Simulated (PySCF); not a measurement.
Bi(Me)3 (C₃H₉Bi), SMILES [CH3][Bi]([CH3])[CH3].

The structure is a stationary point at r2SCAN-D4/def2-SVP. The isomer is the one that the SMILES or the coordinates give; other isomers of the formula were not compared. The def2 effective core potentials stand for the cores of Bi; spin–orbit coupling is left out.

Method: PySCF 2.14.0 with C-PCM-PBE0/def2-SVP.

The values are the electrostatic part of the solvation free energy, E(continuum) − E(gas) at the gas-phase geometry, in a cavity of scaled van der Waals radii (PySCF's table); cavitation and dispersion terms are not included. A continuum can't describe solvent molecules that bind to the metal. In vacuum the orbital gap is 6.98 eV. The dipole moment in vacuum is 0.26 D.

```csv
solvent,ε,ΔG(elec) (kcal/mol),dipole (D),gap (eV)
water,78.36,-1.1,0.39,7.03
acetone,20.49,-1.0,0.39,7.03
ethanol,24.85,-1.0,0.39,7.03
```
